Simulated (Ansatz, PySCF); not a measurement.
Molecule: PbS, charge 0, multiplicity 1. SMILES: [S]=[Pb]
Coordinates optimised at B3LYP-D3(BJ)/def2-TZVP (Ansatz, a quantum-chemistry and plane-wave program):
```xyz
2

Pb     0.0000     0.0000    -0.3764
S      0.0000     0.0000     1.9291
```

Property: vertical triplet-singlet gap, E(triplet) - E(singlet), in eV. Conventions: each state is the SCF solution reached for its charge and spin; def2 sets with scalar-relativistic core potentials past Kr; open shells spin-unrestricted; 6-31G* and kin with 6d, 5d where marked; LANL2DZ with its own core potentials from Na on; frozen cores in correlated levels (noble-gas shells and the d and f shells of earlier blocks); no spin-orbit coupling. Ab initio and DFT rows: single points at B3LYP-D3(BJ) geometries (Ansatz). Levels can end on unlike triplets.

| level | program | vertical triplet-singlet gap, E(triplet) - E(singlet) (eV) |
|---|---|---|
| HF/6-31G* with LANL2DZ past Ar | Ansatz | 1.23 |
| PBE/6-31G* with LANL2DZ past Ar | Ansatz | 2.59 |
| B3LYP/6-31G* with LANL2DZ past Ar | Ansatz | 2.42 |
| M06-2X/6-31G* with LANL2DZ past Ar (5d) | PySCF | 3.01 |
| MP2/6-31G* with LANL2DZ past Ar | Ansatz | 2.61 |
| PBE/def2-TZVPD | Ansatz | 2.60 |
| M06-2X/def2-TZVPD | PySCF | 2.45 |
| wB97M-V/def2-TZVPD | Ansatz | 2.32 |

No value to compare with is used here. The 5 habitual levels span 1.23 (HF/6-31G* with LANL2DZ past Ar) to 3.01 eV (M06-2X/6-31G* with LANL2DZ past Ar (5d)); wB97M-V/def2-TZVPD gives 2.32.

The levels are drawn from those run, B3LYP/6-31G* more often than the rest, none by its result; left out are runs that failed, that the program found above a lower state of the same kind, or whose <S^2> lies over 0.5 above the pure value.
